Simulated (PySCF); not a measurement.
**Telling isomers of C2H14Si4 apart by NMR**

- geometry from GFN2-xTB
- shieldings: GIAO PBE0/pcSseg-1
- program: PySCF 2.14
- a single conformation, isolated molecule, rapidly exchanging positions averaged, relativity neglected

Scale: ¹H (σref 31.72) and ¹³C (σref 186.93) against TMS (reference shieldings calculated alike). Where no couplings were computed, multiplicities follow the n + 1 count of equivalent neighbours, and m marks all less simple cases (inequivalent or close neighbours, rings, F or P nearby). Shifts are as computed. Against solution values, carbons near 30 ppm lie about +3 ppm off and those near 130 ppm about +5 ppm. Of 1309 compounds with measured shifts, 239 miss one by over three times the rms of a fit or turn the order of signals round; such compounds aren't used in these exercises.

(1) Tabulate the signals of `C[Si@@H]([SiH3])[Si@@H](C)[SiH3]`, `CC[Si]([SiH3])([SiH3])[SiH3]` and their relative energies.

(2) What is the quickest way to tell C[Si@@H]([SiH3])[Si@@H](C)[SiH3] from CC[Si]([SiH3])([SiH3])[SiH3]?

## Answers

(1) 
```json
{"SMILES": "C[Si@@H]([SiH3])[Si@@H](C)[SiH3]", "carbon types": "2×CH3", "δC": "-7.0", "δH": "4.21 (m, 2H), 3.44 (d, 6H), 0.20 (d, 6H)", "E rel. (kcal/mol)": "0.0"}
{"SMILES": "CC[Si]([SiH3])([SiH3])[SiH3]", "carbon types": "1×CH2 1×CH3", "δC": "15.6, 8.9", "δH": "3.55 (s, 9H), 1.23 (t, 3H), 0.92 (q, 2H)", "E rel. (kcal/mol)": "8.6"}
```

Energies are electronic energies at PBE0/pcSseg-1 on these geometries, without zero-point or thermal terms, each for the one conformer computed, which needn't be the lowest.

(2) Count the carbon signals: 1 against 2. The first has a methyl carbon bonded to Si (CH3) at -7.0 ppm, the second an sp3 CH2 bonded to Si at 8.9 ppm. Their most deshielded carbons lie at -7.0 and 15.6 ppm. In the proton spectra the most deshielded non-exchanging signals are 4.21 (m, 2H) and 3.55 (s, 9H).
